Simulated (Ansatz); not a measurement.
A run for Ansatz (a first-principles code): R-RI-MP2/aug-cc-pV(Q+d)Z on HCl (SMILES Cl). The basis file is the Basis Set Exchange's JSON of that set.

Ansatz 0.2 input:
```yaml
crystal:
  periodic: [false, false, false]
  atoms:
    - {symbol: Cl, position_ang: [-0.00000000, -0.00000000, 0.64100645]}
    - {symbol: H, position_ang: [0.00000000, 0.00000000, -0.64100645]}
basis:
  gaussian:
    orbitals: aug-cc-pV_Q+d_Z.json
    fitting: {mean_field: def2-universal-JKFIT, correlation: aug-cc-pVQZ-RIFIT.json}
magnetization: {spin_polarized: false}
correlation: {method: mp2, electrons: outside_noble_gas}
scf: {lower_state_search: off}
```

Q: Give the final energy of this run.

A: -460.3371 hartree.
